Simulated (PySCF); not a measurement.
Input of a run (PBE0-D3(BJ)/def2-SVP geometry optimisation, gas phase (PySCF 2.14.0)), started from GFN2-xTB:
```
{"job": {"xc": "PBE0", "basis": "def2-SVP", "d3": "d3bj", "grid": 1, "shake": 0.01, "kind": "geom"}, "charge": 0, "multiplicity": 1}
F      1.601070    -1.390090    -0.037340
C      1.468290    -0.208770    -0.730210
F      2.526590     0.541890    -0.381310
C      0.208630     0.540040    -0.407250
C     -0.424670     0.302650     0.979000
C     -1.560910    -0.380480     0.228950
O     -0.936870    -0.076130    -1.030200
H      1.563680    -0.429940    -1.806130
H      0.305030     1.586770    -0.695220
H     -0.705090     1.215360     1.523650
H      0.156300    -0.335450     1.648710
H     -1.623000    -1.463890     0.387860
H     -2.573230     0.081150     0.309170
```

Output (energies in Eh, forces in Eh/bohr):
```
step   0  E = -430.13538653  max force = 0.031158
step   1  E = -430.13851483  max force = 0.007612
step   2  E = -430.13897733  max force = 0.002224
step   3  E = -430.13904787  max force = 0.001056
step   4  E = -430.13907573  max force = 0.000743
step   5  E = -430.13909865  max force = 0.000711
step   6  E = -430.13911649  max force = 0.000822
step   7  E = -430.13912414  max force = 0.000560
step   8  E = -430.13912709  max force = 0.000165
optimisation converged
```

Problem. Summarise the run.

Solution. The energy falls by 9.8 kJ/mol over 9 energy and gradient evaluations, the largest force component goes from 0.0312 to 1.6e-04 Eh/bohr, and the atoms move by 0.131 Å rms after alignment. Among the bonds, F1–C2 and C4–O7 change most and about equally (-0.024 to -0.023 Å). Bonds longer at the end by more than 0.005 Å: 6 of 13; shorter: 5. Among the angles that change most is F1–C2–C4, from 113.6° to 110.3°. Among the dihedrals that turn most is F1–C2–C4–C5, from 26° to 42°. The energy never rose by more than 1e-6 Eh on the way. The first step brought 84 % of the lowering.

Problem. What are the final bond lengths?

Solution. F1–C2 1.352 Å, C2–F3 1.352 Å, C2–C4 1.512 Å, C4–C5 1.533 Å, C5–C6 1.533 Å, C6–O7 1.431 Å, C4–O7 1.419 Å, C2–H8 1.104 Å, C4–H9 1.105 Å, C5–H10 1.097 Å, C5–H11 1.097 Å, C6–H12 1.103 Å, C6–H13 1.103 Å. Numbering counts from 1 in the input's order; the species is `FC(F)[C@@H]1CCO1`.

The run used 128 basis functions and 59 SCF cycles in all.

No PBE0-D3(BJ)/def2-SVP frequencies stand behind this structure, so it isn't proved a minimum. The numbers are those of one conformer.
